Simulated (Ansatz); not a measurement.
Reaction (substitution at a C–C bond): `C=C(C)C(=O)O` + `CO[SiH](N)Cl` → `CN[SiH](Cl)OC` + `C=CC(=O)O`

Gas-phase electronic energies from Ansatz, PBE0-D4/def2-TZVP geometries. CCSD(T)/CBS is the MP2 limit (def2-TZVPP, def2-QZVPP) plus CCSD(T) − MP2 in def2-TZVPP, frozen cores. Functionals use def2-TZVPP. B3LYP here is the variant with VWN-RPA as its local correlation; programs differ in this. Each species was taken in one conformer, which may not be the lowest.

`C=C(C)C(=O)O`:

```xyz
12

C    -0.395    1.602    0.286
C    -0.035    0.333    0.121
C     0.928   -0.388    1.006
C    -0.643   -0.396   -1.027
O    -1.430    0.060   -1.814
O    -0.212   -1.669   -1.103
H     0.005    2.199    1.097
H    -1.099    2.063   -0.396
H     1.787   -0.755    0.438
H     0.462   -1.264    1.465
H     1.288    0.270    1.797
H    -0.656   -2.057   -1.869
```

`CO[SiH](N)Cl`:

```xyz
11

C     0.351    1.443    1.209
O    -0.338    0.738    0.201
Si    0.051   -0.767   -0.294
N    -0.929   -1.315   -1.557
Cl    1.994   -0.721   -0.974
H     1.371    1.685    0.893
H     0.400    0.868    2.141
H    -0.187    2.372    1.403
H    -0.025   -1.702    0.848
H    -1.863   -1.643   -1.376
H    -0.825   -0.957   -2.492
```

`CN[SiH](Cl)OC`:

Z-matrix (Å, degrees):
```
C
N 1 1.447
H 1 1.093 2 111.0
H 1 1.096 2 113.1 3 122.1
H 1 1.093 2 109.6 3 -118.1
Si 2 1.688 1 124.0 3 144.4
H 2 1.008 1 114.5 3 -57.5
O 6 1.625 2 106.3 1 -168.1
Cl 6 2.077 2 114.6 1 73.1
H 6 1.479 2 109.6 1 -43.5
C 8 1.410 6 126.6 2 -166.3
H 11 1.095 8 111.1 6 -68.7
H 11 1.094 8 111.4 6 52.7
H 11 1.091 8 107.9 6 172.3
```

`C=CC(=O)O`:

Z-matrix (Å, degrees):
```
C
C 1 1.327
H 1 1.084 2 121.1
H 1 1.083 2 121.2 3 -180.0
C 2 1.474 1 124.1 3 180.0
H 2 1.083 1 122.2 3 -0.0
O 5 1.345 2 113.8 1 0.0
O 5 1.204 2 123.7 1 -180.0
H 7 0.967 5 106.1 2 -180.0
```

```json
{"level": "PBE0-D4", "ΔE (eV)": "0.51"}
{"level": "B3LYP", "ΔE (eV)": "0.46"}
{"level": "HF/def2-TZVPP", "ΔE (eV)": "0.42"}
{"level": "HF/def2-QZVPP", "ΔE (eV)": "0.41"}
```

Problem. What does CCSD(T)/CBS give? (Estimate.)

Solution. The calculation gave: +0.53 eV. The listed levels differ from it by -0.02, -0.07, -0.11, -0.12 eV.

Largest T1 diagnostic among the species: 0.015.

In def2-TZVPP, CCSD(T) changes the Hartree–Fock value by +0.10 eV (the triples alone add +0.02 eV) and MP2 by +0.15 eV.
